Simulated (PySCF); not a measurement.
## A single-point calculation

WF4 (singlet). PySCF 2.14.0, RKS PBE0, W def2-SVP with ECP60, F def2-SVP; non-relativistic Hamiltonian with scalar-relativistic core potentials where named; density fitting; no spin-orbit coupling. Purpose: singlet excitations, Tamm-Dancoff PBE0.

```python
mol = gto.M(atom='''
W     -0.00000    -0.00000     0.00000
F      1.79805     0.00000     0.35358
F     -0.00000     1.79805    -0.35358
F     -1.79805    -0.00000     0.35358
F      0.00000    -1.79805    -0.35358''',
    basis={'W': 'def2-SVP', 'F': 'def2-SVP'},
    ecp={'W': 'def2-SVP'},
    charge=0, spin=0)
mf = dft.RKS(mol, xc='PBE0')
mf.grids.atom_grid = (50, 194)
mf = mf.density_fit()  # fitting sets: W def2-universal-JKFIT, F def2-universal-JKFIT
mf.conv_tol = 1e-08; mf.max_cycle = 55
mf.kernel(dm0)  # dm0: converged density of the relaxed state
td = mf.TDA(); td.nstates = 8; td.kernel()
```

Run from Python with OMP_NUM_THREADS=2; the lines above give its settings. Where DIIS fails, smearing, a level shift and second-order steps follow.
It took 38 s on 2 threads of Arm Neoverse N1, on a shared host, from an already converged density.

Q: Where do the frontier levels lie, over both spins?

A: HOMO -7.30 eV, LUMO -3.42 eV. 

Q: What are the Mulliken charges and spins?

A: 
```csv
atom,charge (e),spin (e)
W1,1.209,0.000
F2,-0.302,0.000
F3,-0.302,0.000
F4,-0.302,0.000
F5,-0.302,0.000
```

Q: Which singlet excitations follow (Tamm-Dancoff, 8 states)?

A: 
| state | eV | oscillator strength |
| --- | --- | --- |
| 1 | 1.59 | 0.0000 |
| 2 | 1.62 | 0.0000 |
| 3 | 1.62 | 0.0000 |
| 4 | 6.40 | 0.2402 |
| 5 | 6.70 | 0.0000 |
| 6 | 7.14 | 0.2038 |
| 7 | 7.23 | 0.0001 |
| 8 | 7.23 | 0.0001 |
Functionals without range separation put charge-transfer states too low; the basis has no diffuse functions.

The geometry was relaxed with PBE0 (W def2-SVP with ECP60, F def2-SVP).
